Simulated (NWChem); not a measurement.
System: CH6OSiZn; SMILES C[O][Zn][SiH3]

Parts of the log:

```
             Northwest Computational Chemistry Package (NWChem) 7.3.0
             --------------------------------------------------------

 C1  symmetry detected

                             Geometry "geometry" -> ""
                             -------------------------

 Output coordinates in angstroms (scale by  1.889725989 to convert to a.u.)

  No.       Tag          Charge          X              Y              Z
 ---- ---------------- ---------- -------------- -------------- --------------
    1 Zn                  30.0000     0.52177647    -0.02784331     0.00013307
    2 O                    8.0000    -0.34591180     1.49652285     0.00184938
    3 C                    6.0000    -0.49170587     2.87674424    -0.00143608
    4 H                    1.0000    -1.55747954     3.12343808     0.09158505
    5 H                    1.0000     0.03994227     3.34368120     0.83773468
    6 H                    1.0000    -0.11926538     3.31943979    -0.93444672
    7 Si                  14.0000    -0.44342387    -2.15537124    -0.00016634
    8 H                    1.0000    -1.17221632    -2.43013146    -1.24544941
    9 H                    1.0000    -1.41593298    -2.30886426     1.08952606
   10 H                    1.0000     0.49712170    -3.26971498     0.15320849

 Effective nuclear repulsion energy (a.u.)     310.9114601709

                                Z-matrix (autoz)
                                --------

 Units are Angstrom for bonds and degrees for angles

[...]

      ----------------------
      Optimization converged
      ----------------------

  Step       Energy      Delta E   Gmax     Grms     Xrms     Xmax
  ---- ---------------- -------- -------- -------- -------- --------
@   22   -2185.54457710 -2.7D-08  0.00001  0.00000  0.00057  0.00163
                                     ok       ok       ok       ok

                                Z-matrix (autoz)
                                --------

 Units are Angstrom for bonds and degrees for angles

[...]

 Rotational Constants
 --------------------
 A=   1.137671 cm-1  (  1.636818 K)
 B=   0.047426 cm-1  (  0.068234 K)
 C=   0.046661 cm-1  (  0.067133 K)

 Temperature                      =   298.15K
 frequency scaling parameter      =   1.0000

 Zero-Point correction to Energy  =   41.273 kcal/mol  (  0.065773 au)
 Thermal correction to Energy     =   45.711 kcal/mol  (  0.072846 au)
 Thermal correction to Enthalpy   =   46.304 kcal/mol  (  0.073790 au)

 Total Entropy                    =   85.139 cal/mol-K
   - Translational                =   40.388 cal/mol-K (mol. weight = 125.9479)
   - Rotational                   =   25.952 cal/mol-K (symmetry #  =        1)
   - Vibrational                  =   18.800 cal/mol-K

 Cv (constant volume heat capacity) =   21.284 cal/mol-K
   - Translational                  =    2.979 cal/mol-K
   - Rotational                     =    2.979 cal/mol-K
   - Vibrational                    =   15.325 cal/mol-K

[normal modes left out]

 ----------------------------------------------------------------------------
 Normal Eigenvalue ||           Projected Infra Red Intensities
  Mode   [cm**-1]  || [atomic units] [(debye/angs)**2] [(KM/mol)] [arbitrary]
 ------ ---------- || -------------- ----------------- ---------- -----------
    1      -21.420 ||    0.002671           0.062         2.604       0.522
    2       -0.000 ||    0.002231           0.051         2.175       0.436
    3       -0.000 ||    0.000040           0.001         0.039       0.008
    4       -0.000 ||    0.000083           0.002         0.081       0.016
    5       -0.000 ||    0.000014           0.000         0.013       0.003
    6       -0.000 ||    0.000848           0.020         0.826       0.166
    7       -0.000 ||    0.000243           0.006         0.237       0.047
    8       56.481 ||    0.000632           0.015         0.616       0.123
    9       58.153 ||    0.001876           0.043         1.828       0.366
   10       92.906 ||    0.013710           0.316        13.366       2.678
   11      177.650 ||    0.013038           0.301        12.710       2.546
   12      317.538 ||    0.000877           0.020         0.855       0.171
   13      473.740 ||    0.004029           0.093         3.927       0.787
   14      478.060 ||    0.004011           0.093         3.910       0.783
   15      603.443 ||    0.052555           1.212        51.233      10.264
   16      891.776 ||    0.311005           7.175       303.183      60.742
   17      936.862 ||    0.041376           0.955        40.335       8.081
   18      937.477 ||    0.041618           0.960        40.571       8.128
   19     1149.870 ||    0.262022           6.045       255.432      51.175
   20     1185.434 ||    0.000025           0.001         0.024       0.005
   21     1210.398 ||    0.049267           1.137        48.028       9.622
   22     1518.648 ||    0.067634           1.560        65.933      13.210
   23     1528.578 ||    0.001680           0.039         1.638       0.328
   24     1533.386 ||    0.000729           0.017         0.711       0.142
   25     2218.827 ||    0.092291           2.129        89.970      18.025
   26     2227.374 ||    0.132318           3.053       128.990      25.843
   27     2228.430 ||    0.131190           3.027       127.890      25.622
   28     2979.664 ||    0.159205           3.673       155.201      31.094
   29     3022.940 ||    0.078297           1.806        76.328      15.292
   30     3057.085 ||    0.070515           1.627        68.742      13.772
 ----------------------------------------------------------------------------

 ===============================================================================
      Negative Nuclear Hessian Mode    1  Eigenvalue =    -21.42 cm**(-1)
 -------------------------------------------------------------------------------
   Raw step length:  0.462 angstroms ;  The Raw step for this mode is:
    1 Zn                  30.0000    -0.00040688    -0.00000714    -0.00586980
    2 O                    8.0000    -0.00118107     0.00020741    -0.04838828
    3 C                    6.0000     0.00162661    -0.00022520     0.04691997
    4 H                    1.0000    -0.00002369    -0.00003959    -0.00199703
    5 H                    1.0000    -0.08133657    -0.01621375     0.11252544
    6 H                    1.0000     0.08853017     0.01521860     0.10737171
    7 Si                  14.0000     0.00049579     0.00001925     0.01165698
    8 H                    1.0000    -0.21151120    -0.02907227     0.11341227
    9 H                    1.0000     0.19374545     0.02407224     0.14983970
   10 H                    1.0000     0.02201932     0.00534272    -0.22312014

  Geometry after  100.0% step for mode  1; Step length =  0.462 angstroms
   Maximum component (any atom: x,y, or z) displacement:  0.422
    1 Zn                  30.0000    -0.72661675     0.05249126    -0.00263727
    2 O                    8.0000    -1.14234188     1.75851785    -0.02902633
    3 C                    6.0000    -0.37506600     2.93709366     0.04912430
    4 H                    1.0000    -1.05089676     3.80466873     0.02624048
    5 H                    1.0000     0.21369468     3.00268085     0.98439592
    6 H                    1.0000     0.32770362     3.04405210    -0.79955427
    7 Si                  14.0000    -0.47658220    -2.24376623     0.00602217
    8 H                    1.0000    -1.20798736    -2.88613853    -1.14897108
    9 H                    1.0000    -1.01339502    -2.86110843     1.27609146
   10 H                    1.0000     0.97635026    -2.64128807    -0.10679639

  Geometry after -100.0% step for mode  1; Step length =  0.462 angstroms
   Maximum component (any atom: x,y, or z) displacement:  0.422
    1 Zn                  30.0000    -0.72580298     0.05250553     0.00910233
    2 O                    8.0000    -1.13997974     1.75810303     0.06775023
    3 C                    6.0000    -0.37831922     2.93754407    -0.04471564
    4 H                    1.0000    -1.05084938     3.80474791     0.03023454
    5 H                    1.0000     0.37636782     3.03510836     0.75934505
    6 H                    1.0000     0.15064328     3.01361490    -1.01429769
    7 Si                  14.0000    -0.47757378    -2.24380474    -0.01729180
    8 H                    1.0000    -0.78496495    -2.82799400    -1.37579562
    9 H                    1.0000    -1.40088591    -2.90925291     0.97641205
   10 H                    1.0000     0.93231162    -2.65197350     0.33944390

  Geometry after   50.0% step for mode  1; Step length =  0.231 angstroms
   Maximum component (any atom: x,y, or z) displacement:  0.211
    1 Zn                  30.0000    -0.72641331     0.05249482     0.00029763
    2 O                    8.0000    -1.14175135     1.75841414    -0.00483219
    3 C                    6.0000    -0.37587930     2.93720627     0.02566432
    4 H                    1.0000    -1.05088491     3.80468852     0.02723899
    5 H                    1.0000     0.25436297     3.01078773     0.92813320
    6 H                    1.0000     0.28343853     3.03644280    -0.85324013
    7 Si                  14.0000    -0.47683010    -2.24377586     0.00019368
    8 H                    1.0000    -1.10223175    -2.87160240    -1.20567722
    9 H                    1.0000    -1.11026774    -2.87314455     1.20117161
   10 H                    1.0000     0.96534060    -2.64395942     0.00476369

  Geometry after  -50.0% step for mode  1; Step length =  0.231 angstroms
   Maximum component (any atom: x,y, or z) displacement:  0.211
    1 Zn                  30.0000    -0.72600643     0.05250196     0.00616743
    2 O                    8.0000    -1.14057028     1.75820674     0.04355609
    3 C                    6.0000    -0.37750592     2.93743147    -0.02125566
    4 H                    1.0000    -1.05086123     3.80472811     0.02923602
    5 H                    1.0000     0.33569954     3.02700148     0.81560776
    6 H                    1.0000     0.19490836     3.02122420    -0.96061183
    7 Si                  14.0000    -0.47732588    -2.24379511    -0.01146330
    8 H                    1.0000    -0.89072055    -2.84253013    -1.31908948
    9 H                    1.0000    -1.30401319    -2.89721679     1.05133190
   10 H                    1.0000     0.94332128    -2.64930214     0.22788383

  Geometry after   47.4% step for mode  1; Step length =  0.219 angstroms
   Maximum component (any atom: x,y, or z) displacement:  0.200
    1 Zn                  30.0000    -0.72640287     0.05249501     0.00044823
    2 O                    8.0000    -1.14172105     1.75840882    -0.00359068
    3 C                    6.0000    -0.37592104     2.93721204     0.02446048
    4 H                    1.0000    -1.05088431     3.80468954     0.02729023
    5 H                    1.0000     0.25644983     3.01120373     0.92524612
    6 H                    1.0000     0.28116710     3.03605234    -0.85599498
    7 Si                  14.0000    -0.47684282    -2.24377635    -0.00010541
    8 H                    1.0000    -1.09680498    -2.87085649    -1.20858705
    9 H                    1.0000    -1.11523869    -2.87376218     1.19732715
   10 H                    1.0000     0.96477565    -2.64409650     0.01048831

  Geometry after  -47.4% step for mode  1; Step length =  0.219 angstroms
   Maximum component (any atom: x,y, or z) displacement:  0.200
    1 Zn                  30.0000    -0.72601686     0.05250178     0.00601683
    2 O                    8.0000    -1.14060058     1.75821206     0.04231459
    3 C                    6.0000    -0.37746418     2.93742569    -0.02005183
    4 H                    1.0000    -1.05086183     3.80472710     0.02918478
    5 H                    1.0000     0.33361267     3.02658549     0.81849484
    6 H                    1.0000     0.19717979     3.02161466    -0.95785698
    7 Si                  14.0000    -0.47731316    -2.24379462    -0.01116422
    8 H                    1.0000    -0.89614732    -2.84327604    -1.31617965
    9 H                    1.0000    -1.29904223    -2.89659916     1.05517636
   10 H                    1.0000     0.94388623    -2.64916506     0.22215921

  Geometry after   23.7% step for mode  1; Step length =  0.110 angstroms
   Maximum component (any atom: x,y, or z) displacement:  0.100
    1 Zn                  30.0000    -0.72630637     0.05249670     0.00184038
    2 O                    8.0000    -1.14144093     1.75835963     0.00788564
    3 C                    6.0000    -0.37630682     2.93726546     0.01333241
    4 H                    1.0000    -1.05087869     3.80469893     0.02776387
    5 H                    1.0000     0.27574054     3.01504917     0.89855830
    6 H                    1.0000     0.26017027     3.03244292    -0.88146048
    7 Si                  14.0000    -0.47696040    -2.24378092    -0.00287011
    8 H                    1.0000    -1.04664057    -2.86396138    -1.23548520
    9 H                    1.0000    -1.16118958    -2.87947142     1.16178945
   10 H                    1.0000     0.95955329    -2.64536364     0.06340603

  Geometry after  -23.7% step for mode  1; Step length =  0.110 angstroms
   Maximum component (any atom: x,y, or z) displacement:  0.100
    1 Zn                  30.0000    -0.72611337     0.05250008     0.00462468
    2 O                    8.0000    -1.14088070     1.75826125     0.03083827
    3 C                    6.0000    -0.37707840     2.93737228    -0.00892375
    4 H                    1.0000    -1.05086745     3.80471771     0.02871114
    5 H                    1.0000     0.31432196     3.02274005     0.84518266
    6 H                    1.0000     0.21817662     3.02522408    -0.93239148
    7 Si                  14.0000    -0.47719558    -2.24379005    -0.00839952
    8 H                    1.0000    -0.94631174    -2.85017115    -1.28928150
    9 H                    1.0000    -1.25309135    -2.89088992     1.09071406
   10 H                    1.0000     0.94910859    -2.64789792     0.16924148
```

Level: B3LYP/6-31G* (spherical d). 

Q: Which NWChem input produces such a log?

A: This is not unique; one that fits is the input that was run:
```
start job
memory heap 200 mb stack 900 mb global 1100 mb
geometry units angstroms
  Zn     0.359041    -0.203288    -0.227449
  O     -1.268279    -0.249418    -0.880350
  C     -2.264961    -0.575998    -1.789332
  H     -3.203060    -0.098372    -1.477518
  H     -2.023954    -0.224062    -2.800739
  H     -2.432054    -1.660167    -1.832432
  Si     1.006259     0.817525     1.771810
  H      0.424698     0.151422     2.944608
  H      0.566486     2.217429     1.832077
  H      2.451051     0.848899     2.019809
end
basis spherical
  * library 6-31g*
end
dft
  xc b3lyp
  iterations 150
end
driver
  maxiter 120
end
task dft optimize
task dft freq
```
